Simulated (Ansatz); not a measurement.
`FC[SiH2]CS` + `[SiH3][GeH2][Cl]` → `FC[SiH2][SiH3]` + `S[CH2][GeH2][Cl]`  (redistribution)

Calculated with Ansatz (gas phase, PBE0-D4/def2-TZVP geometries, no zero-point term in ΔE). CCSD(T)/CBS adds triple-zeta CCSD(T) − MP2 to the extrapolated MP2 energy (def2 sets, frozen cores). For Ge outer-core shells are correlated without core-valence functions, which leaves a few kJ/mol of doubt a bond. Scalar relativity is left out up to krypton. One conformer a species, not always the lowest.

`FC[SiH2]CS`:

Cartesian coordinates in Å:
```
F -0.095 -2.259 -0.805
C 0.913 -1.331 -0.539
Si 0.320 -0.138 0.803
C -1.209 0.764 0.198
S -0.834 1.818 -1.229
H 1.809 -1.880 -0.233
H 1.138 -0.799 -1.468
H 0.024 -0.901 2.047
H 1.404 0.846 1.075
H -1.708 1.336 0.983
H -1.925 0.024 -0.170
H 0.163 2.519 -0.663
```

`[SiH3][GeH2][Cl]`:

Z-matrix (Å, degrees):
```
Si
Ge 1 2.380
H 1 1.484 2 108.9
H 1 1.487 2 109.5 3 119.9
H 1 1.484 2 108.9 3 -120.1
Cl 2 2.169 1 106.5 3 60.1
H 2 1.537 1 114.0 3 176.6
H 2 1.537 1 114.0 3 -56.5
```

`FC[SiH2][SiH3]`:

Cartesian coordinates in Å:
```
F -1.408 -1.767 -0.014
C -1.624 -0.450 0.380
Si 0.029 0.389 0.804
Si 1.531 0.180 -0.978
H -2.301 -0.459 1.240
H -2.129 0.073 -0.440
H -0.267 1.825 1.075
H 0.594 -0.218 2.040
H 2.766 0.960 -0.695
H 1.899 -1.243 -1.190
H 0.909 0.710 -2.222
```

`S[CH2][GeH2][Cl]`:

```xyz
9

S    -1.958   -0.576   -0.406
C    -0.379    0.145   -0.904
Ge    0.807    0.474    0.612
Cl    1.127   -1.448    1.554
H    -1.450   -1.591    0.313
H     0.122   -0.467   -1.655
H    -0.617    1.109   -1.361
H     2.197    0.975    0.185
H     0.152    1.379    1.661
```

```json
{"species": "`FC[SiH2]CS`", "CCSD(T)/CBS(def2) energy (Eh)": "-866.95183"}
{"species": "`[SiH3][GeH2][Cl]`", "CCSD(T)/CBS(def2) energy (Eh)": "-2828.00643"}
{"species": "`FC[SiH2][SiH3]`", "CCSD(T)/CBS(def2) energy (Eh)": "-720.18634"}
{"species": "`S[CH2][GeH2][Cl]`", "CCSD(T)/CBS(def2) energy (Eh)": "-2974.76393"}
```

Q: Work out ΔE.

A: ΔE = (-720.18634) + (-2974.76393) − (-866.95183) − (-2828.00643) = 0.00799 Eh = +21.0 kJ/mol.

Largest T1 diagnostic among the species: 0.012.

In def2-TZVPP, CCSD(T) changes the Hartree–Fock value by −6.6 kJ/mol (the triples alone add −1.1 kJ/mol) and MP2 by −5.8 kJ/mol.
